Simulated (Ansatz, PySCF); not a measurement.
Gas-phase reaction (SMILES): CO[Si](Cl)(OC)OC [chloro(trimethoxy)silane] + [H][H] (H2) → CO[SiH](OC)OC + Cl (HCl); hydrogen cleaves one Si-Cl bond, a model of a ligand-exchange step.

Geometries: B3LYP-D3(BJ)/def2-TZVP minima from Ansatz (a program for electronic structure), one conformer each, not searched for the lowest. Cores are frozen in the correlated levels unless marked. No spin-orbit coupling. No relativistic terms. CBS(X,Y): correlation extrapolated as X^-3; Hartree-Fock from the larger set. The bracket is a focal-point correction in the basis named. Thermal terms are rigid-rotor harmonic-oscillator values from B3LYP-D3(BJ) frequencies (Ansatz or PySCF) at 298.15 K and 1 atm. 1 Eh = 627.5095 kcal/mol.

| species | E, RI-MP2/CBS(aug-cc-pV(T+d)Z,aug-cc-pV(Q+d)Z)+[CCSD(T)-MP2]/aug-cc-pV(T+d)Z (Ansatz) (Eh) | E, wB97M-V/def2-TZVPD (Ansatz) (Eh) | H - E (Eh) |
|---|---|---|---|
| CO[Si](Cl)(OC)OC | -1094.12498 | -1095.28061 | 0.14346 |
| [H][H] (H2) | -1.17524 | -1.16077 | 0.01336 |
| CO[SiH](OC)OC | -634.88286 | -635.61205 | 0.14858 |
| Cl (HCl) | -460.37874 | -460.79070 | 0.01000 |

Q: Work out ΔE and ΔH at 298.15 K at the first level, then ΔH at the second.

A: 
1. ΔE = [(-634.88286) + (-460.37874)] - [(-1094.12498) + (-1.17524)] = 0.03862 Eh = 24.2 kcal/mol at RI-MP2/CBS(aug-cc-pV(T+d)Z,aug-cc-pV(Q+d)Z)+[CCSD(T)-MP2]/aug-cc-pV(T+d)Z.
2. The terms H - E add up to 0.00176 Eh, so ΔH = (0.03862 + (0.00176))×627.5095 = 25.3 kcal/mol.
3. At wB97M-V/def2-TZVPD the same steps give ΔE = 24.2 and ΔH = 25.3 kcal/mol, a shift of +0.0 from the first level.
4. These values are not checked against measurement here, since the tables used lack a sound gas-phase enthalpy of formation for at least one species.
